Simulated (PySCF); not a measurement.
Compound: SnHMe2(NCO), C3H7NOSn.
Cartesian coordinates in Å at the PBE0-D3(BJ)/def2-SVP level; atoms count from 1:
```
atom  x, y, z in Å
Sn1    0.0660    0.1052    0.7005
H2     0.0696    0.0460    2.4131
C3     2.0167   -0.1287   -0.1474
H4     2.6755    0.6867    0.1841
H5     1.9483   -0.1135   -1.2440
H6     2.4440   -1.0889    0.1726
C7    -1.0458    1.7524   -0.0908
H8    -2.0885    1.6914    0.2499
H9    -1.0243    1.7157   -1.1889
H10   -0.6112    2.7039    0.2473
N11   -0.9765   -1.5544    0.1420
C12   -1.4714   -2.4775   -0.4359
O13   -1.9718   -3.3904   -0.9805
```

Method: PBE0-D3(BJ)/def2-SVP geometry optimisation, gas phase, def2 core potentials past Kr in PySCF 2.14.0.

Problem. Which atoms are bound to Sn1, and at what distances?

Solution. 4 atoms: H2 1.714 Å, N11 2.038 Å, C7 2.139 Å, C3 2.140 Å. The nearest atom not counted as bound is H9, at 2.71 Å (others tie with it).

Problem. List the angles at Sn1.

Solution. 
```tsv
angle	degrees	distance of the outer atoms (Å)
C3–Sn1–C7	114.3	3.59
H2–Sn1–C7	113.4	3.23
H2–Sn1–C3	113.0	3.22
C3–Sn1–N11	105.6	3.33
C7–Sn1–N11	105.1	3.32
H2–Sn1–N11	104.3	2.97
```

Problem. What is the shape at Sn1?

Solution. Distorted tetrahedral: angles from 104.3° to 114.3°; τ4 = (360° − α − β)/141° = 0.94 with α and β the two widest (0 for a square, 1 for a tetrahedron).

Problem. What are the other bond lengths?

Solution. C3–H4 and 5 like bonds 1.099 Å; N11–C12 1.196 Å; C12–O13 1.175 Å.

Problem. Give some angles away from the centre.

Solution. Sn1–N11–C12 166.5°, N11–C12–O13 178.6°.

Problem. What are the rotational constants (commonest isotopes, rigid rotor)?

Solution. A = 3608, B = 1100, C = 953.1 MHz: an asymmetric top.

Point group: near Cs, missed by 0.15 Å at most; the miss may be what the optimiser left on a soft mode. Charge 0, singlet. Whether it is a minimum is left open (no frequencies).
